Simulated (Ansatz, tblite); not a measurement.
Removing and adding an electron: `CC(C)(C)C#CC#CC#CC(C)(C)C`. Charge 0, multiplicity 1. Geometry: PBE-D4/def2-SVP. Ansatz, gas phase; energy differences of separate SCF runs; the oxidised species was run as a doublet alone; the reduced species was run as a doublet alone.

```csv
atom,x (Å),y (Å),z (Å)
C1,-0.9189,5.1127,1.4592
C2,-0.5484,3.9663,2.4321
C3,-1.6806,3.7752,3.4710
C4,0.7770,4.3037,3.1584
C5,-0.3778,2.7238,1.6706
C6,-0.2334,1.6750,1.0293
C7,-0.0740,0.5264,0.3246
C8,0.0737,-0.5277,-0.3226
C9,0.2324,-1.6765,-1.0270
C10,0.3766,-2.7247,-1.6693
C11,0.5482,-3.9664,-2.4320
C12,2.0491,-4.3467,-2.4543
C13,-0.2680,-5.0956,-1.7563
C14,0.0419,-3.7484,-3.8791
H15,-1.8638,4.8911,0.9251
H16,-1.0504,6.0583,2.0245
H17,-0.1232,5.2656,0.7036
H18,-1.8187,4.7094,4.0535
H19,-2.6395,3.5295,2.9734
H20,-1.4385,2.9564,4.1769
H21,1.0637,3.4945,3.8587
H22,0.6602,5.2425,3.7381
H23,1.6035,4.4416,2.4337
H24,2.6540,-3.5503,-2.9309
H25,2.4344,-4.5049,-1.4277
H26,2.1912,-5.2849,-3.0293
H27,0.0750,-5.2669,-0.7169
H28,-0.1454,-6.0406,-2.3248
H29,-1.3464,-4.8437,-1.7266
H30,0.1662,-4.6818,-4.4660
H31,-1.0307,-3.4712,-3.8875
H32,0.6106,-2.9416,-4.3820
```

The xTB rows come from tblite. HOMO above LUMO, or a gap near zero within one spin, warns that the state may not be the lowest or that an electron is smeared out.

| level | −HOMO (eV) | vertical IE (eV) | −LUMO (eV) | vertical EA (eV) | HOMO–LUMO gap (eV) | IE − EA (eV) | remarks |
| --- | --- | --- | --- | --- | --- | --- | --- |
| GFN1-xTB | 10.94 | 13.24 | 7.59 | 5.19 | 3.35 | 8.05 | – |
| GFN2-xTB | 9.81 | 12.27 | 6.47 | 3.76 | 3.34 | 8.51 | – |
| PBE-D4/def2-SVP | 5.31 | 7.67 | 1.94 | -0.27 | 3.37 | 7.94 | HOMO above zero (-1 doublet), gap within one spin near zero (+1 doublet), gap within one spin near zero (-1 doublet) |
| PBE0-D4/def2-SVP | 6.32 | 7.91 | 1.21 | -0.25 | 5.11 | 8.16 | HOMO above zero (-1 doublet) |

   A HOMO above zero means that the electron is unbound at that level or that self-interaction error raises the level; the energy of removing that electron tells which. Raw xTB energy differences between charge states are shifted by several eV; the methods need an empirical correction for them. Sets without diffuse functions give affinities that are too small. A negative affinity means that the extra electron isn't bound; its size then hangs on the basis.
